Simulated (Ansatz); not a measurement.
Stepwise reaction of `[OH][SnH2][Br]` with hydrogen chloride, as a gas-phase model of exchange steps in deposition or etching. ΔE in kJ/mol.

Calculated with Ansatz (gas phase, PBE0-D4/def2-TZVP geometries, no zero-point term in ΔE). CCSD(T)/CBS is the MP2 limit (def2-TZVPP, def2-QZVPP) plus CCSD(T) − MP2 in def2-TZVPP, frozen cores. This one scheme is used for every species. Functionals use def2-TZVPP. B3LYP here is the variant with VWN-RPA as its local correlation; programs differ in this. def2 core potentials past Kr. For Br, Sn outer-core shells are correlated without core-valence functions, which leaves a few kJ/mol of doubt a bond. Scalar relativity is left out up to krypton. One conformer a species, not always the lowest.

| step | reaction | PBE-D4 | B3LYP-D4 | ωB97M-V | CCSD(T)/CBS |
| --- | --- | --- | --- | --- | --- |
| 2 | `[OH][SnH]([Cl])[Br]` + HCl → `[OH][Sn]([Cl])([Cl])[Br]` + H₂ | -58.6 | -59.6 | -55.4 | -60.3 |

Task: Give the row of step 1, `[OH][SnH2][Br]` + HCl → `[OH][SnH]([Cl])[Br]` + H₂. (Best estimate.)

Result: Computed: 
```csv
step,reaction,PBE-D4,B3LYP-D4,ωB97M-V,CCSD(T)/CBS
1,`[OH][SnH2][Br]` + HCl → `[OH][SnH]([Cl])[Br]` + H₂,-75.0,-75.6,-72.1,-76.5
```

Task: By hand: ΔE of the 2 steps together at CCSD(T)/CBS.

Result: (-76.5) + (-60.3) = -136.8 kJ/mol, or -68.4 kJ/mol a step.

In ΔE each step is higher than the one before. All are downhill at CCSD(T)/CBS. PBE-D4 differs from CCSD(T)/CBS by 1.5 to 1.7 kJ/mol a step. Isolated molecules leave out the surface, adducts and barriers. Largest T1 diagnostic: 0.011.
